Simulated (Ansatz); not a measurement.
Relaxation of ClH₇O₂SiSn (12 atoms, charge 0, multiplicity 1), to a largest force component of 0.03 eV/Å in at most 50 steps.

Theory: RKS BHLYP-D4/def2-SVP in Ansatz 0.2.0.

```xyz
12
Properties=species:S:1:pos:R:3
Sn -0.314 -0.205 -0.009
Cl -0.640 -0.446 2.345
O 1.592 0.018 -0.376
H 2.095 -0.795 -0.396
H -1.192 1.082 -0.644
O -0.812 -1.941 -0.762
H -1.172 -2.558 -0.127
Si 1.772 2.574 1.273
H 3.106 1.965 1.445
H 1.526 2.923 -0.144
H 1.702 3.821 2.075
H 0.724 1.666 1.758
```

Problem. Where does it end, and by what steps?

Solution. It converged. The force dipped under the threshold on the way, but the program's further checks kept it going. After 31 steps the energy has fallen by 0.145 eV; H12 moved furthest, 1.05 Å.

| step | energy less start (eV) | largest force component (eV/Å) | accepted |
| --- | --- | --- | --- |
| 0 | 0.0000 | 0.568 | yes |
| 2 | -0.0944 | 0.085 | yes |
| 4 | -0.1179 | 0.211 | yes |
| 6 | -0.1281 | 0.274 | yes |
| 8 | -0.1299 | 0.120 | yes |
| 10 | -0.1313 | 0.070 | yes |
| 12 | -0.1302 | 0.240 | no |
| 14 | -0.1327 | 0.012 | yes |
| 16 | -0.1343 | 0.134 | yes |
| 18 | -0.1366 | 0.042 | yes |
| 20 | -0.1362 | 0.292 | no |
| 22 | -0.1395 | 0.157 | yes |
| 24 | -0.1420 | 0.046 | yes |
| 26 | -0.1408 | 0.198 | no |
| 28 | -0.1448 | 0.055 | yes |
| 30 | -0.1451 | 0.047 | yes |
| 31 | -0.1451 | 0.020 | yes |

```xyz
12
Properties=species:S:1:pos:R:3
Sn -0.496 -0.313 0.070
Cl -0.374 -0.664 2.381
O 1.244 0.320 -0.567
H 1.903 -0.363 -0.687
H -1.690 0.794 -0.357
O -0.753 -2.092 -0.701
H -0.817 -2.798 -0.059
Si 1.881 2.628 1.258
H 2.508 1.418 1.826
H 2.493 2.997 -0.034
H 2.067 3.750 2.211
H 0.421 2.427 1.099
```

Whether the end is a true minimum wasn't checked by a vibrational analysis.

Time of the run: 83 s on 4 threads of Arm Neoverse V2, on a shared host, peak memory 0.34 GiB.
